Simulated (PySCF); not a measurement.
Telling isomers of C5H13NSi3 apart by NMR

No solvent model, one conformer, relativity neglected, one averaged value for each set of equivalent atoms. GFN2-xTB geometry; NMR shieldings at PBE0/pcSseg-1/GIAO; PySCF 2.14.0 with density-fitted response routines.

Scale: TMS for ¹H (31.72 ppm) and ¹³C (186.93 ppm) (reference shieldings calculated alike). Where no couplings were computed, multiplicities follow the n + 1 count of equivalent neighbours, and m marks all less simple cases (inequivalent or close neighbours, rings, F or P nearby). Shifts are as computed. Against solution values, carbons near 30 ppm lie about +3 ppm off and those near 130 ppm about +5 ppm. Of 1211 compounds with measured shifts, 218 miss one by over three times the rms of a fit or turn the order of signals round; such compounds aren't used in these exercises.

(1) Tabulate the signals of `CC1=CC=C[Si@H]1N([SiH3])[SiH3]`, `C[C@@H]([SiH3])[Si@@H]1C[SiH2][C@@H]1C#N`, `CC1=C[Si@H](N([SiH3])[SiH3])C=C1` and their relative energies.

(2) What is the quickest way to tell CC1=CC=C[Si@H]1N([SiH3])[SiH3] from C[C@@H]([SiH3])[Si@@H]1C[SiH2][C@@H]1C#N?

(3) What is the quickest way to tell CC1=CC=C[Si@H]1N([SiH3])[SiH3] from CC1=C[Si@H](N([SiH3])[SiH3])C=C1?

(4) What is the quickest way to tell C[C@@H]([SiH3])[Si@@H]1C[SiH2][C@@H]1C#N from CC1=C[Si@H](N([SiH3])[SiH3])C=C1?

## Answers

(1) 
```tsv
SMILES	carbon types	δC	δH	E rel. (kcal/mol)
CC1=CC=C[Si@H]1N([SiH3])[SiH3]	1×C 3×CH 1×CH3	157.1, 151.9, 147.6, 130.6, 22.1	7.14 (m, 1H), 6.73 (d, 1H), 5.85 (m, 1H), 5.23 (m, 1H), 4.86 (s, 6H), 2.19 (s, 3H)	1.1
C[C@@H]([SiH3])[Si@@H]1C[SiH2][C@@H]1C#N	1×C 2×CH 1×CH2 1×CH3	124.6, 13.0, 1.2, -0.3, -5.3	5.22 (m, 1H), 5.05 (m, 1H), 5.01 (m, 1H), 4.24 (d, 3H), 1.84 (m, 1H), 1.32 (d, 3H), 0.82 (m, 1H), 0.65 (m, 1H), 0.62 (m, 1H)	18.0
CC1=C[Si@H](N([SiH3])[SiH3])C=C1	1×C 3×CH 1×CH3	166.3, 158.1, 137.5, 127.2, 24.9	7.07 (d, 1H), 6.35 (m, 1H), 5.83 (d, 1H), 5.24 (m, 1H), 4.84 (s, 6H), 2.18 (s, 3H)	0.0
```

Energies are electronic energies at PBE0/pcSseg-1 on these geometries, without zero-point or thermal terms, each for the one conformer computed, which needn't be the lowest.

(2) Both give the same number of carbon signals, but DEPT or the intensities differ. The first has an alkene CH at 157.1 ppm, the second an sp3 CH bonded to 2 Si at 1.2 ppm. Their most deshielded carbons lie at 157.1 and 124.6 ppm. In the proton spectra the most deshielded non-exchanging signals are 7.14 (m, 1H) and 5.22 (m, 1H).

(3) Both give the same number of carbon signals, with the same numbers of each carbon type, so the positions decide. The first has a fully substituted alkene carbon (C) at 151.9 ppm, the second a fully substituted alkene carbon (C) at 166.3 ppm. Their most deshielded carbons lie at 157.1 and 166.3 ppm.

(4) Both give the same number of carbon signals, but DEPT or the intensities differ. The first has an sp3 CH bonded to 2 Si at 1.2 ppm, the second an alkene CH at 158.1 ppm. Their most deshielded carbons lie at 124.6 and 166.3 ppm. In the proton spectra the most deshielded non-exchanging signals are 5.22 (m, 1H) and 7.07 (d, 1H).
